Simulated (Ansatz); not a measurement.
Reaction (atomization): `[GaH2][O][GeH3]` → Ga• + Ge• + 5 H• + O•

Calculated with Ansatz (gas phase, PBE0-D4/def2-TZVP geometries, no zero-point term in ΔE). CCSD(T)/CBS is the MP2 limit (def2-TZVPP, def2-QZVPP) plus CCSD(T) − MP2 in def2-TZVPP, frozen cores. This one scheme is used for every species, atoms too. For atomizations the MP2-based limit and the directly extrapolated one differ by several kJ/mol either way, and by 10 to 25 for some Ge, Se and Sn compounds, so smaller differences from it don't rank the levels. DFT in def2-TZVPP. B3LYP here is the variant with VWN-RPA as its local correlation; programs differ in this. HSE06 is defined as in plane-wave codes. No spin–orbit coupling; open shells (•) take unrestricted orbitals. Spin–orbit coupling would lower the free atoms: a little for O; clearly for Ga, Ge. Bonds to Ga, Ge are less sure, by a few kJ/mol each and by 10 to 20 or more in all where they break to atoms, as the def2 sets lack core-valence functions. Scalar relativity is left out up to krypton.

`[GaH2][O][GeH3]`:

Z-matrix (Å, degrees):
```
Ge
O 1 1.769
H 1 1.539 2 107.8
H 1 1.538 2 107.8 3 -119.4
H 1 1.544 2 109.8 3 120.3
Ga 2 1.781 1 131.3 3 -120.2
H 6 1.565 2 116.8 1 0.0
H 6 1.558 2 114.2 1 180.0
```

```csv
level,ΔE (kJ/mol),difference from CCSD(T)/CBS
PBE-D4,2159.9,-47.8
revPBE-D4,2109.7,-98.0
B3LYP-D4,2160.6,-47.1
HSE06-D4,2135.8,-71.9
PBE,2145.2,-62.5
HSE06,2124.0,-83.7
HF/def2-SVP,1560.8,-646.9
MP2/def2-SVP,2072.0,-135.7
MP2/def2-TZVPP,2176.8,-30.9
SCS-MP2/def2-QZVPP,2213.3,5.6
CCSD(T)/CBS,2207.7,0
```

Largest T1 diagnostic among the species: 0.014.

From r2SCAN to r2SCAN0 (25 % exact exchange), in def2-TZVPP and without D4, ΔE moves by −38.7 kJ/mol: exact exchange takes away binding that semilocal exchange gives to molecules. In def2-TZVPP, CCSD(T) changes the Hartree–Fock value by +610.4 kJ/mol (the triples alone add +28.6 kJ/mol) and MP2 by +614.7 kJ/mol; breaking electron pairs costs correlation energy, which Hartree–Fock lacks. Leaving LDA and LC-ωPBE aside and taking each functional with its dispersion term where it has one, the values, not all of them listed here, spread over 111.6 kJ/mol, from revPBE-D4 to B97M-V. LDA lies +333.1 kJ/mol from PBE without D4, its usual overbinding.
